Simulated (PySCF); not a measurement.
A run for PySCF: R-M06-2X/def2-TZVPP on H2O (SMILES O).

```python
from pyscf import gto, dft

mol = gto.M(
    atom='''
    O    -0.00000000    0.00000000    0.38961139
    H     0.00000000    0.76498632   -0.19485569
    H     0.00000000   -0.76498632   -0.19485569
    ''',
    basis='def2-tzvpp',
    charge=0, spin=0, verbose=4, max_memory=1800)
mf = dft.RKS(mol, xc='m062x').density_fit(auxbasis='def2-universal-jkfit')
mf.grids.level = 4
mf.conv_tol = 1e-9
mf.max_cycle = 150
mf.kernel()
mf.dip_moment()
```

It printed:

```
PySCF version 2.14.0

[INPUT] verbose = 4
[INPUT] num. atoms = 3
[INPUT] num. electrons = 10
[INPUT] charge = 0
[INPUT] spin (= nelec alpha-beta = 2S) = 0
[INPUT] symmetry False subgroup None
[INPUT] Mole.unit = angstrom
[INPUT] Symbol           X                Y                Z      unit          X                Y                Z       unit  Magmom
[INPUT]  1 O      0.000000000000   0.000000000000   0.389611390000 AA    0.000000000000   0.000000000000   0.736258822111 Bohr   0.0
[INPUT]  2 H      0.000000000000   0.764986320000  -0.194855690000 AA    0.000000000000   1.445614633839  -0.368223887913 Bohr   0.0
[INPUT]  3 H      0.000000000000  -0.764986320000  -0.194855690000 AA    0.000000000000  -1.445614633839  -0.368223887913 Bohr   0.0

nuclear repulsion = 9.14068918860721
number of shells = 23
number of NR pGTOs = 78
number of NR cGTOs = 59
basis = def2-tzvpp
ecp = {}


******** <class 'pyscf.df.df_jk.DFRKS'> ********
method = DFRKS
initial guess = minao
damping factor = 0
level_shift factor = 0
DIIS = <class 'pyscf.scf.diis.CDIIS'>
diis_start_cycle = 1
diis_space = 8
diis_damp = 0
SCF conv_tol = 1e-09
SCF conv_tol_grad = None
SCF max_cycles = 150
direct_scf = False
XC library pyscf.dft.libxc version 7.1.2
    S. Lehtola, C. Steigemann, M. J. T. Oliveira, and M. A. L. Marques,  SoftwareX 7, 1–5 (2018)
XC functionals = m062x
    Y. Zhao and D. G. Truhlar,  Theor. Chem. Acc. 120, 215 (2008)
    Y. Zhao and D. G. Truhlar,  Theor. Chem. Acc. 120, 215 (2008)
radial grids:
    Treutler-Ahlrichs [JCP 102, 346 (1995); DOI:10.1063/1.469408] (M4) radial grids

becke partition: Becke, JCP 88, 2547 (1988); DOI:10.1063/1.454033
pruning grids: <function nwchem_prune>
grids dens level: 4
symmetrized grids: False
atomic radii adjust function: <function treutler_atomic_radii_adjust>
small_rho_cutoff = 0
Set gradient conv threshold to 3.16228e-05
Initial guess from minao.
tot grids = 59680
******** <class 'pyscf.df.df.DF'> ********
auxbasis = def2-universal-jkfit
init E= -76.3181168667001
  HOMO = -0.452127119666969  LUMO = 0.0139100188729913  gap/eV = 12.68152
cycle= 1 E= -76.3704007585992  delta_E= -0.0523  |g|= 0.566  |ddm|=    1
  HOMO = -0.273609933374296  LUMO = 0.0612090544615  gap/eV = 9.11089
cycle= 2 E= -76.3582066265293  delta_E= 0.0122  |g|= 0.658  |ddm|= 0.569
  HOMO = -0.400887205188688  LUMO = 0.0480946638018267  gap/eV = 12.21742
cycle= 3 E= -76.4290716854099  delta_E= -0.0709  |g|= 0.0251  |ddm|= 0.284
  HOMO = -0.397838364252394  LUMO = 0.0514873282336197  gap/eV = 12.22677
cycle= 4 E= -76.4291711995132  delta_E= -9.95e-05  |g|= 0.00357  |ddm|= 0.0117
  HOMO = -0.398606511802022  LUMO = 0.0514460363384188  gap/eV = 12.24655
cycle= 5 E= -76.4291740976173  delta_E= -2.9e-06  |g|= 0.000434  |ddm|= 0.00312
  HOMO = -0.39860898535094  LUMO = 0.0514500034045682  gap/eV = 12.24673
cycle= 6 E= -76.4291741727251  delta_E= -7.51e-08  |g|= 6.37e-05  |ddm|= 0.000689
  HOMO = -0.398618053122973  LUMO = 0.0514500948379535  gap/eV = 12.24698
cycle= 7 E= -76.4291741749085  delta_E= -2.18e-09  |g|= 5.11e-06  |ddm|= 0.000137
  HOMO = -0.39861931943598  LUMO = 0.0514506238975656  gap/eV = 12.24703
cycle= 8 E= -76.4291741749243  delta_E= -1.58e-11  |g|= 5.65e-07  |ddm|= 8.68e-06
  HOMO = -0.398619377568536  LUMO = 0.05145063563603  gap/eV = 12.24703
Extra cycle  E= -76.4291741749244  delta_E= -8.53e-14  |g|= 1.51e-07  |ddm|= 9.86e-07
converged SCF energy = -76.4291741749244
Dipole moment(X, Y, Z, Debye): -0.00000,  0.00000, -1.96983
```

Self-consistency was reached.

Cost: roughly 4 core-seconds.
